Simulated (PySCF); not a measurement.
## Gas-phase XPS of MeSi(SMe)3, computed

MeSi(SMe)3, C4H12S3Si.
Numbering: `[CH3:1][S:2][Si:3]([CH3:4])([S:5][CH3:6])[S:7][CH3:8]`

Computed with PySCF 2.14.0, delta-SCF UKS SCAN, pcX-2 on the ionised atom, pcseg-1 elsewhere, spin-free X2C. Binding energies are ΔSCF values: E(core-ionised, relaxed orbitals) − E(ground state) at a fixed geometry, referred to the vacuum level.

Q: Give the core binding energies atom by atom.

A: 
```
 atom(s)   bonded to     level  binding energy (eV)  2p1/2 (eV)  above the level's lowest (eV)  count
C1/C6/C8   S and 3 H      C 1s               291.05           –                          +0.80      3
S2/S5/S7    C and Si      S 1s              2476.37           –                           0.00      3
     Si3   3 S and C  Si 2p3/2               106.98      107.61                           0.00      1
     Si3   3 S and C     Si 1s              1846.91           –                           0.00      1
      C4  3 H and Si      C 1s               290.25           –                           0.00      1
```

Lowest listed C 1s: C4, bonded to 3 H and Si. Highest, 0.80 eV above it: C1/C6/C8, bonded to S and 3 H. Summing the Pauling electronegativity differences to the bonded atoms, each weighted by its formal bond order, gives -1.70 for the lowest site and -1.02 for the highest.

Q: Which photon energy gives electrons from C 1s of C4 a kinetic energy of 100 eV, and what is their de Broglie wavelength?

A: hν = 290.25 + 100 = 390.25 eV, recoil neglected; λ = 12.264 Å/√(E/eV) = 1.23 Å.

Topologically equivalent atoms share the value of their first member; where this conformer doesn't relate them by symmetry, their own values could differ. Not every level is listed. The 2p values aren't plain energy differences: one relaxed spin-free 2p hole is combined with a matrix within the shell (ground-state 2p orbital-energy differences and spin–orbit coupling). 2p3/2, the mean of its two sublevels, lies a third of the splitting below the shell's mean and 2p1/2 two thirds above it; the statistical areas are 2:1. 2p1/2 minus 2p3/2 (ligand field included): Si 0.63 eV. One conformer (not necessarily the lowest) at the PBE0-D3(BJ)/def2-SVP geometry, without solvent, vibrations or thermal averaging.

Shape of the structure used: `[CH3:1][S:2][Si:3]([CH3:4])([S:5][CH3:6])[S:7][CH3:8]`: C1–S2–Si3–C4 -176°, S2–Si3–S5–C6 -66°, S2–Si3–S7–C8 -173°.
